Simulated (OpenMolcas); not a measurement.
## F³⁺: CASPT2 settings compared

```yaml
Program: OpenMolcas
Basis: ANO-RCC-VDZP [3s2p1d]
Scalar_Hamiltonian: X2C, point nucleus
Active_space: 4 electrons in 8 orbitals (2s 2p 3s 3p)
State_averaging: 2S+1 = 3 even, 3 roots; 2S+1 = 1 even, 6 roots kept (CI in the orbitals of an earlier block); 2S+1 = 5 odd, 1 root; 2S+1 = 3 odd, 9 roots kept (CI in the orbitals of an earlier block); 2S+1 = 1 odd, 8 roots kept (CI in the orbitals of an earlier block)
Spin-orbit_coupling: RASSI with atomic mean-field integrals over the reference wave functions, term energies averaged over their components
```

Methods on the same reference wave functions:
A. CASSCF
B. SS-CASPT2, IPEA 0.1 Eh, sigma1 regulariser 0.25 Eh (closed shells correlated: none)
C. SS-CASPT2, IPEA 0.2 Eh, sigma1 regulariser 0.05 Eh (closed shells correlated: 1s)
D. XMS-CASPT2, IPEA 0.1 Eh, real shift 0.05 Eh (closed shells correlated: 1s)

Energies in cm⁻¹ above 2s² 2p² ³P₀, the measured ground level; measured values from Moore, Atomic Energy Levels, vol. I, NSRDS-NBS 35 (1971 reprint of NBS Circular 467, 1949).

| Level | A | B | C | D | Measured |
| --- | --- | --- | --- | --- | --- |
| 2s² 2p² ³P₀ | 0.0 | 0.0 | 0.0 | 0.0 | 0.0 |
| 2s² 2p² ³P₁ | 193 | 193 | 193 | 193 | 225 |
| 2s² 2p² ³P₂ | 565 | 564 | 564 | 564 | 613 |
| 2s² 2p² ¹D₂ | 26527 | 25660 | 25640 | 25650 | 25241 |
| 2s² 2p² ¹S₀ | 47633 | 52520 | 52470 | 52800 | 53544 |
| 2s 2p³ ⁵S°₂ | 67890 | 74520 | 74370 | 74710 |  |
| 2s 2p³ ³D°₁ | 152747 | 149930 | 149850 | 150040 | 147902 |
| 2s 2p³ ³D°₂ | 152750 | 149940 | 149850 | 150050 | 147889 |
| 2s 2p³ ³D°₃ | 152759 | 149950 | 149860 | 150060 | 147842 |
| 2s 2p³ ³P°₀ | 177438 | 178120 | 177950 | 178230 |  |
| 2s 2p³ ³P°₁ | 177443 | 178130 | 177950 | 178240 | 175242 |
| 2s 2p³ ³P°₂ | 177453 | 178140 | 177960 | 178250 | 175237 |
| 2s 2p³ ¹D°₂ | 245138 | 235240 | 234940 | 235090 |  |
| 2s 2p³ ³S°₁ | 252422 | 244970 | 244440 | 244600 |  |
| 2s 2p³ ¹P°₁ | 269393 | 262910 | 262520 | 262750 | 257390 |

Deviations, from unrounded energies. A percentage is the sum of absolute deviations over the sum of measured energies, with the sign that they share, or ± where signs differ.

| Against measurement | Levels | A | B | C | D |
| --- | --- | --- | --- | --- | --- |
| mean absolute deviation (cm-1) | 10 | 3800 | 1900 | 1800 | 1900 |
| fine structure of the ground term (%) | 2 | -9.6 | -9.8 | -9.8 | -9.8 |
| other terms of the ground configuration (%) | 2 | ±9.1 | ±1.8 | ±1.9 | ±1.5 |
| other configurations (%) | 6 | +3.0 | +1.7 | +1.6 | +1.7 |

C lies closest to measurement on these levels and A furthest from it. The largest miss of C in the table is 2s 2p³ ¹P°₁, by +5100 cm-1. The ranking rests on the paired levels alone, and a cruder setting can come out closer through cancelling errors.

Among B to D the level of the table that moves most is 2s 2p³ ³S°₁, by 530 cm-1 (lowest in C, highest in B). Moves below CASPT2's spread within the term are not significant.

From A to B the spin-free energies of the other terms of 2s² 2p² shown, above ³P, scale by factors of 0.97 to 1.10.

The lowest spin-free term lies below A's lowest term by 0.043 hartree in B, 0.043 hartree in C, 0.045 hartree in D.

CASPT2 does not keep the components of a term degenerate, so their means are used; among the terms shown or strongly mixed into the levels shown the widest spread is 63 cm-1 (2s 2p³ ³D°, D). Terms from blocks run as CI alone lack orbitals of their own. Active for correlation alone: 3p 3s; no level in the range computed is led by a configuration that fills them, so any true level of that kind is missing. The basis is small and was not contracted for so high a charge. Measured partners are found by configuration, term and J. A level has none where our copy of the source lacks it or the pairing is in doubt (some pairs that miss far off the trend of their configuration count as doubtful), and it then counts in no deviation. Levels of configurations outside the active space are missing.

° marks odd parity.
